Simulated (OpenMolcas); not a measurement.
# C2H6BFO (SMILES COB(C)F): name the method

C2H6BFO: 11 atoms, total charge 0, spin state singlet. As SMILES, `COB(C)F`. The coordinates come from a PBE0-D4/def2-TZVP relaxation. This is one conformer, not always the lowest.

```xyz
11

C    -1.3644    0.7111    0.5385
O    -0.2410    1.2278   -0.1353
B     0.8186    0.4827   -0.5089
C     0.9932   -1.0579   -0.2706
F     1.7792    1.1652   -1.1360
H    -1.4585    1.2071    1.5069
H    -2.2591    0.9243   -0.0500
H    -1.2940   -0.3677    0.6981
H     0.9476   -1.3070    0.7940
H     1.9474   -1.4128   -0.6601
H     0.1963   -1.6298   -0.7560
```

A calculation with OpenMolcas 26.06 gave:

```
total energy  : -279.6800 Eh
dipole moment : 2.70 D
HOMO energy   : -7.40 eV
LUMO energy   : 0.35 eV
HOMO–LUMO gap : 7.75 eV
largest force : 0.536 eV/Å
```

Q: Which of these levels gave the numbers?
A. TPSS/def2-SVP
B. revPBE/def2-SVP
C. BLYP/def2-SVP
D. B3LYP/6-31G* (Cartesian functions)

A: A. The others give -279.8549 Eh (B3LYP/6-31G* (Cartesian functions)), -279.5464 Eh (revPBE/def2-SVP), -279.5522 Eh (BLYP/def2-SVP).
